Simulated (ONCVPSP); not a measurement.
Ir: variants of one ONCV potential

Base potential:

ONCVPSP 4.0.1 input, shortened (lines: element, Z, core and valence counts, functional; n l f; lmax; l rc ep ncon nbas qcut; lloc lpopt rc5 dvloc0; l nproj debl; icmod fcfact rcfact), PBEsol, scalar-relativistic:

```
  Ir 77.00   11    3  -116133      upf
    1    0    2.00
    2    0    2.00
    2    1    6.00
    3    0    2.00
    3    1    6.00
    3    2   10.00
    4    0    2.00
    4    1    6.00
    4    2   10.00
    4    3   14.00
    5    0    2.00
    5    1    6.00
    5    2    7.00
    6    0    1.50
    2
    0    2.25    0.00    4    7    2.60
    1    1.40    0.00    3    7   10.50
    2    1.40    0.00    5    9    9.40
    2    5    1.40    0.00
    0    2    2.10
    1    2    0.90
    2    0    1.30
    1    0.40    0.00
```

In the p channel the program set the typed energies aside and used -2.159, 0.250 Ha.

Cutoffs, loose and tight: the cutoffs (Ha) at which the residual kinetic energy of the hardest occupied pseudo-wave falls to 1 and 0.1 mHa per electron. They do not see the model core or the augmentation charge, which bear on the density cutoff. Test errors are all-electron minus pseudo excitation energies from the reference, over the configurations 5p6 5d7 6s2; 5p6 5d7 6s1; 5p6 5d7 6s0; 5p6 5d8 6s0. A dash means not determined; rows that change the core or the reference have their own tests. The largest error is taken over the tests solved by every variant that gives reliable tests at all: 5p6 5d7 6s0; 5p6 5d7 6s1; 5p6 5d7 6s2.

```tsv
change	outcome	cutoff, loose	cutoff, tight	bound ghosts	GHOST(+) flags above zero	largest test error (meV)
base	generated, projector energies reset by the program	37 Ha	43 Ha	none	s	-33
p: qcut 7.7	generated, projector energies reset by the program	24 Ha	35 Ha	none	s	-33
p: qcut 9.7	generated, projector energies reset by the program	33 Ha	39 Ha	none	s	-33
p: qcut 11	generated, projector energies reset by the program	39 Ha	46 Ha	none	s	-33
p: qcut 12.8	failed: ERROR pspot: first pseudo wave function has node, program will stop	–	–	–	–	–
p: qcut 14.3	failed: ERROR pspot: first pseudo wave function has node, program will stop	–	–	–	–	–
p: qcut 15.7	failed: ERROR pspot: first pseudo wave function has node, program will stop	–	–	–	–	–
```

What comes out with this change to the base: p: qcut 6.8?

outcome: generated, projector energies reset by the program; cutoff, loose: 19 Ha; cutoff, tight: 77 Ha; bound ghosts: none; GHOST(+) flags above zero: s; largest test error (meV): -33.

Reading the sweep of the qcut of the p channel (base included, trends over the rows without a ghost): The loose cutoff rises from 19 Ha at 6.8 to 39 Ha at 11 1/bohr. The waves are optimised to have the least kinetic energy above qcut, so the cutoff follows it (qcut²/2 in Ha). The median size of the test errors (rows with all tests solved) stays near 18.7 meV. The generation fails at 12.8, 14.3, 15.7 1/bohr.
